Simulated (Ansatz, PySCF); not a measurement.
Gas-phase reaction (SMILES): C[Si](C)(C)Cl + 3 [SiH4] (SiH4) → 3 C[SiH3] [methylsilane] + [SiH3]Cl; bond separation energy.

Structures are relaxed separately at B3LYP-D3(BJ)/def2-TZVP in Ansatz (a quantum-chemistry and plane-wave program). Correlated levels leave the core frozen unless marked. Spin-orbit coupling is left out. Non-relativistic. Basis-set limits of correlation are two-point, X^-3; Hartree-Fock from the larger set. [CCSD(T)-MP2]/basis is that difference in the basis named. Thermal terms are rigid-rotor harmonic-oscillator values from B3LYP-D3(BJ) frequencies (Ansatz or PySCF) at 298.15 K and 1 atm. 1 Eh = 627.5095 kcal/mol.

```
species        E, RI-MP2/CBS(cc-pV(T+d)Z,cc-pV(Q+d)Z)+[CCSD(T)-MP2]/cc-pV(T+d)Z (Ansatz) (Eh)  E, PBE0-D4/def2-TZVPD (Ansatz + dftd4) (Eh)  H - E (Eh)
-------------  ------------------------------------------------------------------------------  -------------------------------------------  ----------
C[Si](C)(C)Cl                                                                      -868.52910                                   -869.18156     0.12176
C[SiH3]                                                                            -330.73641                                   -331.05339     0.06602
[SiH3]Cl                                                                           -750.69114                                   -751.28173     0.03058
[SiH4] (SiH4)                                                                      -291.46100                                   -291.75741     0.03520
```

**Question.** Work out ΔE and ΔH at 298.15 K at the first level, then ΔH at the second.

**Answer.** 
1. ΔE = [3×(-330.73641) + (-750.69114)] - [(-868.52910) + 3×(-291.46100)] = 0.01173 Eh = 7.4 kcal/mol at RI-MP2/CBS(cc-pV(T+d)Z,cc-pV(Q+d)Z)+[CCSD(T)-MP2]/cc-pV(T+d)Z.
2. The terms H - E add up to 0.00128 Eh, so ΔH = (0.01173 + (0.00128))×627.5095 = 8.2 kcal/mol.
3. At PBE0-D4/def2-TZVPD the same steps give ΔE = 7.5 and ΔH = 8.3 kcal/mol, a shift of +0.1 from the first level.
4. These values are not checked against measurement here, since the tables used lack a sound gas-phase enthalpy of formation for at least one species.
